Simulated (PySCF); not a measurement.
Computed with PBE-D3(BJ)/def2-TZVP // B3LYP-D3(BJ)/def2-TZVP (PySCF 2.14.0). Isolated molecules, 0 K electronic values unless said otherwise. One relaxed conformer stands for a flexible species; it need not be the lowest. Excitations are Tamm–Dancoff values on a coarser integration grid. The basis has no diffuse functions, so Rydberg states are missing or too high.

Reference species (SMILES): `O[Si](O)(O)O` (neutral, multiplicity 1).

```json
{
 "T1 excitation (TDA)": "6.76 eV",
 "brightest of the four lowest singlets (TDA)": "7.82 eV",
 "S1 excitation (TDA)": "6.96 eV",
 "HOMO": "-7.31 eV"
}
```

Changed species: `N[Si](N)(N)N` (4 of 4 OH replaced by NH2; the reference has 0 of 4 OH replaced by NH2).

Task: Give the shifts of the T1 excitation (TDA), brightest of the four lowest singlets (TDA), S1 excitation (TDA) and HOMO.

Result: the T1 excitation (TDA) falls by 1.60 eV, to 5.16 eV; the brightest of the four lowest singlets (TDA) drops by 1.92 eV, to 5.90 eV; the S1 excitation (TDA) falls by 1.65 eV, to 5.31 eV; the HOMO rises by 2.11 eV, to -5.20 eV.
